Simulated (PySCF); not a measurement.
A structure optimised at B3LYP-D3(BJ)/def2-SVP, used in a PySCF frequency run:

```xyz
13

C      2.1585    -0.3122     0.2772
Si     0.4598     0.1980    -0.3321
O     -0.1886     1.4757     0.5585
C     -0.8600    -1.1224    -0.0334
O     -2.1532    -0.5535    -0.1899
H      2.9005     0.4917     0.1421
H      2.5189    -1.1937    -0.2798
H      2.1290    -0.5727     1.3475
H      0.5306     0.5941    -1.7724
H      0.0508     2.3735     0.3045
H     -0.7210    -1.5779     0.9719
H     -0.7656    -1.9514    -0.7558
H     -2.1374     0.2937     0.2803
```

Problem. Write its SMILES and formula.

Solution. C[Si@H](O)CO, C₂H₈O₂Si

Problem. What are its rotational constants (standard atomic weights)?

Solution. 6.0751, 2.6680, 2.0635 GHz
